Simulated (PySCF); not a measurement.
**Deuteron quadrupole couplings in `CO[Si@@H](F)[C@H]1C[C@@H]1CC=O`**

Species: C6H11FO2Si.
Cartesian coordinates in Å at the GFN2-xTB level; atoms count from 1:
```
atom  x, y, z in Å
C1    -3.3975    1.0565    0.2650
O2    -2.1060    0.5715    0.0192
Si3   -1.3898   -0.7731    0.5491
F4    -2.2947   -2.0431    0.1019
C5     0.2461   -0.8105   -0.3544
C6     0.4692   -0.1278   -1.6792
C7     1.0862    0.4357   -0.4443
C8     2.5720    0.3395   -0.2056
C9     2.9113    0.2947    1.2579
O10    2.1245    0.2988    2.1606
H11   -4.1445    0.2821    0.0820
H12   -3.4861    1.3955    1.2991
H13   -3.5719    1.8967   -0.4081
H14   -1.3220   -0.9119    1.9931
H15    0.8068   -1.7262   -0.2098
H16    1.1098   -0.6190   -2.3976
H17   -0.3559    0.4064   -2.1229
H18    0.6460    1.3403   -0.0464
H19    3.1005    1.1918   -0.6452
H20    2.9833   -0.5629   -0.6672
H21    4.0039    0.2564    1.4523
```

Level: PBE0/pcSseg-1 (PySCF, non-relativistic); Q(2H) = 0.00286 b; rigid geometry, the same for H and D, with no vibrational averaging.

Question: Rank these positions by the coupling χzz of a deuteron there, largest first.
A. H12 (methyl hydrogen)
B. H16 (methylene hydrogen)
C. H21 (formyl hydrogen)
D. H18 (methine hydrogen)
E. H14 (Si–H hydrogen)

Answer: B (222 kHz), D (216 kHz), A (200 kHz), C (178 kHz), E (111 kHz).

Question: What are Vzz, η and χzz (234.96 MHz × Q × Vzz) at all hydrogens?

Answer: 
```csv
atom,bonded to,bond length (Å),Vzz (au),η,χzz (kHz)
H11,C1,1.091,0.2966,0.08,199
H12,C1,1.092,0.2980,0.08,200
H13,C1,1.091,0.3012,0.07,202
H14,Si3,1.452,0.1648,0.03,111
H15,C5,1.083,0.3265,0.08,219
H16,C6,1.081,0.3300,0.07,222
H17,C6,1.078,0.3307,0.06,222
H18,C7,1.082,0.3208,0.09,216
H19,C8,1.095,0.2991,0.03,201
H20,C8,1.094,0.3000,0.04,202
H21,C9,1.111,0.2656,0.01,178
```

Question: Average by the element that carries the hydrogen.

Answer: on C: 206 kHz over 10 positions, mean bond length 1.090 Å; on Si: 111 kHz over 1 position, mean bond length 1.452 Å.

Question: How does χzz go with the bond length over the 10 C–H bonds?

Answer: A straight-line fit has a slope of -14.2 kHz for each 0.01 Å, with a correlation coefficient of -0.98, over lengths from 1.078 to 1.111 Å. The longer bonds have the smaller couplings here.

Geometry: GFN2-xTB, one conformer, isolated molecule. GFN2-xTB bond lengths can be off by several hundredths of an ångström, more for odd bonds, and the gradients follow them. With a basis this small, the couplings can be 20 % off.

The run behind these numbers computed NMR shieldings as well. On one thread of an Arm Neoverse N1, shared host, this took 99 s wall and 1.1 GiB of memory at its peak.
